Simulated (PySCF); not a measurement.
## Bi(CH3)I2 relaxed at several levels

Computed with PySCF 2.14.0, def2-SVP on the ligands, density fitting, scalar-relativistic core potentials, no spin-orbit coupling, vacuum. Each row is relaxed at its own level from the same template. Distances are means of the shortest metal–ligand contacts, charges and spins Mulliken's; removal energies are rigid, with the ligand's formal charge and no counterpoise, so too large; for an anion taken off a cation in vacuum most of it is the attraction of opposite charges, and multiply charged cations can part far more cheaply with an electron moved from ligand to metal.

```json
{"level": "PBE", "basis on the metal": "def2-SVP with ECP60", "point group": "Cs", "M–CH3 (Å)": "2.298", "M–I (Å)": "2.858", "charge on M (e)": "0.49", "dipole (D)": "3.29", "HOMO–LUMO gap (eV)": "2.77", "removal of one CH3 (eV)": "10.92", "strongest infrared band, degenerate modes summed (cm⁻¹)": "161", "unstable modes (below −25 cm⁻¹)": "0"}
```

Question: What does the calculation give for B3LYP, def2-SVP with ECP60?

Answer: point group: Cs, M–CH3 (Å): 2.297, M–I (Å): 2.866, charge on M (e): 0.54, dipole (D): 3.51, HOMO–LUMO gap (eV): 4.00, removal of one CH3 (eV): 10.94, strongest infrared band, degenerate modes summed (cm⁻¹): 161, unstable modes (below −25 cm⁻¹): 0.
```xyz
7

Bi    0.6538    0.0000    0.8789
C     2.6631    0.0000   -0.2343
H     2.4606    0.0000   -1.3126
H     3.2169    0.9054    0.0530
H     3.2169   -0.9054    0.0530
I    -0.3847    2.2480   -0.5638
I    -0.3847   -2.2480   -0.5638
```

One start shape was tried for each, so a minimum needn't be the lowest isomer.
